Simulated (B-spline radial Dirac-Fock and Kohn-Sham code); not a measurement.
## Dipole and non-dipole photoemission parameters of F 2p3/2

System: neutral fluorine, configuration [He] 2s2 2p5; threshold 15.92 eV (orbital energy of the model). Model: Dirac-Hartree-Slater photoionisation with a Latter tail; cross sections with all multipoles, angular parameters from the dipole term and its interference with E2. Program: a radial B-spline solver.

| hν (eV) | σ (kb) | β | γ | δ |
| --- | --- | --- | --- | --- |
| 52 | 4300 | 1.310 | 0.029 | 0.008 |
| 58.1 | 3750 | 1.357 | 0.034 | 0.008 |
| 79 | 2280 | 1.449 | 0.053 | 0.009 |
| 80 | 2230 | 1.451 | 0.054 | 0.009 |
| 93.3 | 1630 | 1.478 | 0.068 | 0.009 |
| 113 | 1050 | 1.496 | 0.089 | 0.010 |
| 146 | 559 | 1.491 | 0.124 | 0.012 |
| 200 | 244 | 1.443 | 0.173 | 0.015 |
| 288 | 86.3 | 1.337 | 0.233 | 0.020 |
| 357 | 45.4 | 1.258 | 0.270 | 0.024 |
| 471 | 19.4 | 1.139 | 0.316 | 0.031 |
| 502 | 15.9 | 1.110 | 0.327 | 0.033 |
| 692 | 5.67 | 0.956 | 0.383 | 0.046 |
| 787 | 3.70 | 0.893 | 0.403 | 0.053 |
| 800 | 3.51 | 0.885 | 0.406 | 0.053 |
| 928 | 2.13 | 0.813 | 0.426 | 0.062 |
| 1090 | 1.23 | 0.737 | 0.448 | 0.072 |
| 1630 | 0.300 | 0.568 | 0.500 | 0.103 |
| 2070 | 0.128 | 0.482 | 0.539 | 0.125 |
| 3250 | 0.0240 | 0.337 | 0.627 | 0.177 |
| 5260 | ? | ? | ? | ? |
| 5414.7 | 0.00333 | 0.203 | 0.723 | 0.251 |
| 6000 | 0.00222 | 0.180 | 0.744 | 0.268 |
| 6830 | 0.00133 | 0.152 | 0.772 | 0.290 |
| 7470 | 0.000932 | 0.134 | 0.791 | 0.307 |
| 9140 | 0.000416 | 0.096 | 0.835 | 0.347 |
| 9251.7 | 0.000396 | 0.094 | 0.838 | 0.349 |
| 12000 | 0.000138 | 0.050 | 0.895 | 0.407 |
| 13800 | 7.84e-05 | 0.030 | 0.926 | 0.442 |
| 15000 | 5.58e-05 | 0.019 | 0.947 | 0.463 |

Problem. Give the values at 5260 eV.

Solution. σ = 0.00373 kb, β = 0.209, γ = 0.717, δ = 0.246.

Values without a named source are computed, but for edge energies of neutral atoms, which are taken from tables.
